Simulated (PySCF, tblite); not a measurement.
Isomers of CH8O2Si3, one GFN2-xTB conformer each. Single-point energies are computed at PBE0/pcSseg-1 (PySCF, gas phase, no added dispersion term), electronic only.

Task: Rank them by PBE0/pcSseg-1 energy, lowest first (kcal/mol).
A. `[O:1]=[C:2]([SiH3:3])[O:4][SiH2:5][SiH3:6]` with O1–C2–O4–Si5 -1°, C2–O4–Si5–Si6 3°
B. `[SiH3:1][O:2][Si@@H:3]1[CH2:4][SiH2:5][O:6]1` with Si1–O2–Si3–C4 58°

Result: B (0.0), A (80.9).

As drawn, the lower has a four-membered ring, which the higher lacks; the higher has a C=O bond, a C(=O)–O unit and an Si–Si bond, which the lower lacks. GFN2-xTB itself gives, in the same order: 0.0, 81.9. Both levels put the same isomer lowest.

Task: Which frontier levels, dipoles and rotational constants go with these structures?

Result: 
```tsv
SMILES	HOMO (eV, PBE0/pcSseg-1)	LUMO (eV)	dipole (D)	A, B, C (MHz)
[SiH3]O[Si@@H]1C[SiH2]O1	-8.09	-0.05	1.79	3872, 1132, 1073
O=C([SiH3])O[SiH2][SiH3]	-7.83	-0.84	1.74	3917, 999.0, 818.4
```

Task: What happens when harmonic zero-point energies from GFN2-xTB frequencies are added?

Result: 
```
                  SMILES  ZPE (kcal/mol)  electronic (kcal/mol)  with ZPE (kcal/mol)
[SiH3]O[Si@@H]1C[SiH2]O1            52.9                    0.0                  0.0
O=C([SiH3])O[SiH2][SiH3]            48.6                   80.9                 76.7
```

The zero-point energies span 4.3 kcal/mol. The order is unchanged.
